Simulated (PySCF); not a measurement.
**Rb (rubidium, neutral) across methods**

[Kr] 4d1, 2D determinant (an excited configuration). Computed with PySCF 2.14 in aug-cc-pwCVTZ-X2C with one added diffuse shell each of s, p, d, f type (11s10p8d4f, 109 functions), with the spin-free X2C one-electron Hamiltonian (Gaussian nucleus).

```csv
method,E (hartree),mean ε 4p α (eV),mean ε 4p β (eV),mean ε 4d α (eV),Σ⟨r²⟩ (bohr²),⟨S²⟩
LDA,-2976.92,-17.005,-16.926,-0.872,95.17,0.750
PBE,-2980.57,-16.963,-16.880,-0.941,95.88,0.750
r2SCAN,-2980.93,-17.603,-17.531,-0.861,98.59,0.750
TPSSh,-2980.84,-17.972,-17.892,-0.970,99.42,0.750
MN15,-2982.76,-19.490,-19.381,-1.052,108.0,0.750
wB97M-V,-2980.70,-21.199,-21.119,-1.641,105.2,0.750
PBE0,-2980.64,-18.855,-18.771,-1.191,99.16,0.750
```

(1) Estimate the same row for UHF.

Results:

(1) E (hartree) = -2979.07113; mean ε 4p α (eV) = -23.809; mean ε 4p β (eV) = -23.768; mean ε 4d α (eV) = -1.627; Σ⟨r²⟩ (bohr²) = 129.1; ⟨S²⟩ = 0.750.
